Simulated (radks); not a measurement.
Results of a calculation; reference values are marked as such.
Ionisation of P2+, [Ne] 3s2 3p1, to P3+, [Ne] 3s2, under several functionals. Non-relativistic Kohn-Sham, spin-polarised, spherical densities, point nucleus; open shells are filled with parallel spins first; a radial shooting solver on a logarithmic mesh with Libxc functionals.

| functional | E(P2+) (hartree) | Exc (hartree) | IE (eV) | -e(HOMO) (eV) | <r> HOMO (bohr) | IE error (eV) |
|---|---|---|---|---|---|---|
| exchange-only PBE | -339.52539 | -21.84999 | 29.245 | 24.066 | 1.981 | -0.957 |
| SOGGA | -339.31846 | -21.63483 | 29.961 | 24.757 | 1.963 | -0.242 |
| OLYP | -340.17558 | -22.53455 | 30.001 | 24.820 | 1.964 | -0.202 |
| revPBE | -340.09557 | -22.43590 | 30.064 | 24.867 | 1.964 | -0.139 |
| LDA (Slater exchange, Perdew-Wang correlation) | -338.88283 | -21.18149 | 30.183 | 24.898 | 1.957 | -0.019 |
| TPSS | -340.17027 | -22.51534 | 30.075 | 24.923 | 1.961 | -0.128 |
| PBE | -339.99746 | -22.33378 | 30.092 | 24.878 | 1.964 | -0.111 |
| revTPSS | -340.03737 | -22.37359 | 30.034 | 24.891 | 1.961 | -0.169 |

NIST Atomic Spectra Database: 30.203 eV (measured). Closest: LDA (Slater exchange, Perdew-Wang correlation). The Delta-SCF values span 0.94 eV, the total energies 1.29 hartree. The highest occupied level is 3p. Open shells are spherical and high-spin; term and fine-structure splittings are not resolved.
